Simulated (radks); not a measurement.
Q: The mean radii <r> (bohr) of the occupied orbitals of an atom or ion are listed with their occupations. Method: Dirac Kohn-Sham, PBEsol, spin-unpolarised, spherical densities, point nucleus; computed with a radial shooting solver on a logarithmic mesh with Libxc functionals.

orbital      occ.      <r>
1s1/2           2  0.01773
2s1/2           2  0.07426
2p1/2           2  0.06131
2p3/2           4  0.06950
3s1/2           2   0.1934
3p1/2           2   0.1835
3p3/2           4   0.1986
3d3/2           4   0.1735
3d5/2           6   0.1781
4s1/2           2   0.4318
4p1/2           2   0.4358
4p3/2           4   0.4694
4d3/2           4   0.4825
4d5/2           6   0.4939
5s1/2           2    1.001
5p1/2           2    1.087
4f5/2           6   0.5513
4f7/2           8   0.5593
5p3/2           4    1.179
5d3/2         1.6    1.540
5d5/2         2.4    1.581
6p1/2    0.333333    2.756
6p3/2    0.666667    2.948

Name the element and its charge. Open shells, if any, are shared by 2j + 1.

A: Z = 76, osmium, charge +3: Os3+ in [Xe] 4f14 5d4 6p1. The 1s radius gives Z: for a bare nucleus <r> = (2 gamma + 1)/(2Z) with gamma = sqrt(1 - (Z/c)^2), 0.01753 bohr for Z = 76, and screening makes it slightly larger (0.01773 here). The occupations add up to 73, and the charge is Z minus that.
